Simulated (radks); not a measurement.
Ir XIII, configuration [Kr] 4d10 4f14 5s2 5p3. Calculated with a radial shooting solver on a logarithmic mesh with Libxc functionals: Dirac Kohn-Sham, exchange-only PBE, spin-unpolarised, spherical densities, finite nucleus; open shells fill j = l - 1/2 first; Fermi nuclear charge, rms radius 5.4032 fm.

Normalised radial functions P(r) = r R(r) (large component), r in bohr:

r	5s1/2	4f5/2	5p3/2
0.002521	0.1514	0.0000	0.0081
0.003309	0.1758	0.0000	0.0133
0.004309	0.1981	0.0000	0.0212
0.005656	0.2157	0.0000	0.0339
0.007423	0.2219	0.0000	0.0532
0.009744	0.2086	0.0001	0.0817
0.01279	0.1661	0.0003	0.1217
0.01665	0.0890	0.0008	0.1722
0.02186	-0.0287	0.0021	0.2328
0.02869	-0.1710	0.0053	0.2901
0.03766	-0.2981	0.0132	0.3193
0.04904	-0.3440	0.0304	0.2858
0.06437	-0.2422	0.0687	0.1523
0.08449	0.0276	0.1458	-0.0825
0.1109	0.3543	0.2862	-0.3394
0.1456	0.4915	0.5112	-0.4488
0.1895	0.2368	0.8062	-0.2576
0.2488	-0.3301	1.1327	0.2125
0.3266	-0.7120	1.3718	0.6207
0.4286	-0.4256	1.4096	0.5393
0.5582	0.3874	1.2259	-0.0756
0.7326	1.1242	0.8857	-0.8403
0.9616	1.2199	0.5159	-1.1850
1.262	0.7690	0.2267	-0.9379
1.657	0.2850	0.0682	-0.4481
2.157	0.0597	0.0130	-0.1257
2.832	0.0054	0.0012	-0.0166

5s1/2: eigenvalue -298.28 eV, 4 radial nodes at r = 0.0206, 0.0826, 0.214, 0.497 bohr, <r> = 0.921 bohr, 90 % of the charge inside 1.30 bohr. 4f5/2: eigenvalue -275.75 eV, 0 radial nodes, <r> = 0.515 bohr, 90 % of the charge inside 0.826 bohr. 5p3/2: eigenvalue -244.37 eV, 3 radial nodes at r = 0.0775, 0.222, 0.544 bohr, <r> = 1.04 bohr, 90 % of the charge inside 1.47 bohr.
